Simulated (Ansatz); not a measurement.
Total energies of `CN/C=C/C(C)=O`.

```xyz
16

C    -0.242   -1.665    2.206
N     0.566   -0.680    1.538
C     0.219   -0.123    0.359
C     0.771    0.975   -0.200
C     0.397    1.498   -1.501
C    -0.673    0.788   -2.305
O     0.931    2.497   -1.950
H     0.385   -2.306    2.828
H    -1.021   -1.222    2.839
H    -0.728   -2.298    1.462
H     1.233   -0.177    2.100
H    -0.568   -0.660   -0.163
H     1.549    1.529    0.317
H    -0.373   -0.235   -2.543
H    -1.618    0.740   -1.756
H    -0.827    1.339   -3.231
```

Charge 0, multiplicity 1. The geometry is a stationary point of PBE0-D4/def2-TZVP. It is one conformer, not always the lowest. Basis def2-TZVPP, Ansatz.

RPA on PBE orbitals: Hartree–Fock energy of these orbitals -323.92430 Eh, correlation -2.03566 Eh (frozen core).

```tsv
functional	energy without D4 (Eh)	D4 term (kJ/mol)
PBE	-325.63129	-30.5
r2SCANh	-325.83373	-8.6
```

(1) Give the same for LDA (SPW92), revPBE, BLYP, r2SCAN, B97M-V, PBE0, B3LYP, r2SCAN0, HSE06 (plane-wave form), BHLYP, CAM-B3LYP, LC-ωPBE, ωB97X-V, ωB97M-V, B2PLYP, PBE-QIDH. (Estimate.)

B3LYP takes the VWN-RPA correlation (the form of Gaussian; ORCA's B3LYP/G). HSE06 is the plane-wave form, built on full-range PBE exchange. The double hybrids freeze the cores in their second-order part.

## Answers

(1) The calculation gave: 
| functional | energy without D4 (Eh) | D4 term (kJ/mol) |
| --- | --- | --- |
| LDA (SPW92) | -323.22948 | – |
| revPBE | -325.94151 | -105.1 |
| BLYP | -325.91532 | -67.8 |
| r2SCAN | -325.85121 | -8.2 |
| B97M-V | -326.01301 | – |
| PBE0 | -325.65404 | -25.6 |
| B3LYP | -326.04770 | -48.2 |
| r2SCAN0 | -325.80920 | -9.3 |
| HSE06 (plane-wave form) | -325.63639 | -23.6 |
| BHLYP | -325.84052 | -33.1 |
| CAM-B3LYP | -325.87658 | -25.6 |
| LC-ωPBE | -325.82304 | – |
| ωB97X-V | -325.93499 | – |
| ωB97M-V | -325.89564 | – |
| B2PLYP | -325.76378 | – |
| PBE-QIDH | -325.60111 | – |

LC-ωPBE has ω = 0.4 bohr⁻¹.
